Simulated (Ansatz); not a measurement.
`[NH2][Cd][OH]` + H–F → `[OH][Cd][F]` + NH₃ at 298.15 K and 1 bar (ligand exchange at a Cd–N bond).

Calculated with Ansatz (gas phase, PBE0-D4/def2-TZVP geometries, no zero-point term in ΔE). CCSD(T)/CBS adds triple-zeta CCSD(T) − MP2 to the extrapolated MP2 energy (def2 sets, frozen cores). This one scheme is used for every species. def2 core potentials past Kr. For Cd outer-core shells are correlated without core-valence functions, which leaves a few kJ/mol of doubt a bond. Each species was taken in one conformer, which may not be the lowest.

| species | CCSD(T)/CBS energy (Eh) | H − E (kJ/mol) | S (J/(mol·K)) |
| --- | --- | --- | --- |
| `[NH2][Cd][OH]` | -299.39515 | 115.0 | 305.5 |
| H–F | -100.39570 | 33.5 | 173.6 |
| `[OH][Cd][F]` | -343.29729 | 51.4 | 287.2 |
| NH₃ | -56.50880 | 100.5 | 192.4 |

H − E and S are ideal-gas, rigid-rotor, harmonic terms from PBE0-D4/def2-TZVP, for one conformer and one mirror image of each species. 1 Eh = 2625.50 kJ/mol, R = 8.31446 J/(mol·K).

Problem. By hand: ΔE, ΔH, ΔS and ΔG.

Solution. ΔE = (-343.29729) + (-56.50880) − (-299.39515) − (-100.39570) = -0.01524 Eh = -40.0 kJ/mol. Δ(H − E) = 51.4 + 100.5 − 115.0 − 33.5 = 3.4, so ΔH = -36.6 kJ/mol. ΔS = 287.2 + 192.4 − 305.5 − 173.6 = 0.5 J/(mol·K). ΔG = -36.6 − 298.15 × (0.5)/1000 = -36.7 kJ/mol.

Problem. By hand: the equilibrium constant, and the temperature at which ΔG would vanish if ΔH and ΔS stayed fixed.

Solution. log₁₀ K = −ΔG/(RT ln 10) = 6.4. ΔH and −TΔS have one sign here, so there is no such temperature. One of them is within its doubt of zero, so this could turn.

The number of gas molecules stays the same, so ΔS is small and ΔH decides. A doubt of 5 kJ/mol in ΔE shifts log₁₀ K by 0.9 here. Other conformers and mirror images would add mixing entropy, several J/(mol·K) or more a flexible species. These are equilibria of isolated gas molecules and say nothing of rates. Largest T1 diagnostic: 0.017 (customary marks: 0.02 for closed shells, 0.045 for open ones).
